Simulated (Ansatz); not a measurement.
`C/C(Cl)=N\[SiH3]`. Total charge 0; spin multiplicity 1. The structure was optimised at the PBE0-D4/def2-TZVP level.

```xyz
11

C     0.433   -0.416    1.469
C     1.036    0.145    0.225
Cl    2.778    0.440    0.448
N     0.526    0.415   -0.869
Si   -1.075    0.290   -1.502
H    -0.633   -0.593    1.333
H     0.933   -1.352    1.730
H     0.591    0.275    2.299
H    -1.492    1.650   -1.920
H    -2.080   -0.246   -0.536
H    -1.016   -0.609   -2.679
```

(1) What is the dipole moment at ωB97M-V/def2-TZVPP? (Best estimate.)

(2) And with PBE, r2SCAN, B3LYP? (Best estimate.)

(3) Give the Mulliken charges with ωB97M-V, r2SCAN, B3LYP in def2-TZVPP. (Best estimate.)

Answers

(1) Ansatz gave: 2.47 D, with components (-1.72, -0.90, 1.53) D in this frame, pointing from negative to positive charge.

(2) The calculation gave: PBE 2.34 D, r2SCAN 2.47 D, B3LYP 2.46 D.

(3) Computed: 
```json
{"atom": "C1", "ωB97M-V": "-0.28", "r2SCAN": "-0.13", "B3LYP": "-0.22"}
{"atom": "C2", "ωB97M-V": "0.10", "r2SCAN": "0.15", "B3LYP": "0.09"}
{"atom": "Cl3", "ωB97M-V": "-0.09", "r2SCAN": "-0.14", "B3LYP": "-0.13"}
{"atom": "N4", "ωB97M-V": "-0.25", "r2SCAN": "-0.28", "B3LYP": "-0.21"}
{"atom": "Si5", "ωB97M-V": "0.26", "r2SCAN": "0.40", "B3LYP": "0.37"}
{"atom": "H6", "ωB97M-V": "0.10", "r2SCAN": "0.07", "B3LYP": "0.09"}
{"atom": "H7", "ωB97M-V": "0.13", "r2SCAN": "0.08", "B3LYP": "0.11"}
{"atom": "H8", "ωB97M-V": "0.13", "r2SCAN": "0.08", "B3LYP": "0.11"}
{"atom": "H9", "ωB97M-V": "-0.02", "r2SCAN": "-0.07", "B3LYP": "-0.06"}
{"atom": "H10", "ωB97M-V": "-0.05", "r2SCAN": "-0.09", "B3LYP": "-0.09"}
{"atom": "H11", "ωB97M-V": "-0.02", "r2SCAN": "-0.07", "B3LYP": "-0.06"}
```

B3LYP here is the variant with VWN-RPA as its local correlation; programs differ in this.
